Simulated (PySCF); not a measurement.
GaH, SMILES [GaH] (connectivity only; charge and spin as stated), neutral, multiplicity 1.

Coordinates come from a B3LYP-D3(BJ)/def2-TZVPD optimisation.

Computed with C-PCM-M06-2X/def2-TZVPD run with PySCF.

The values are the electrostatic part of the solvation free energy, E(continuum) − E(gas) at the gas-phase geometry, in a cavity of scaled van der Waals radii (PySCF's table); cavitation and dispersion terms are not included. A continuum can't describe solvent molecules that bind to the metal. In vacuum the orbital gap is 5.83 eV. The dipole moment in vacuum is 0.31 D.

Computed values in water (ε = 78.36), ethanol (ε = 24.85), 1-octanol (ε = 9.86):
```csv
solvent,ε,ΔG(elec) (kcal/mol),dipole (D),gap (eV)
water,78.36,-4.5,0.60,6.21
ethanol,24.85,-4.3,0.59,6.20
1-octanol,9.86,-4.0,0.56,6.17
```
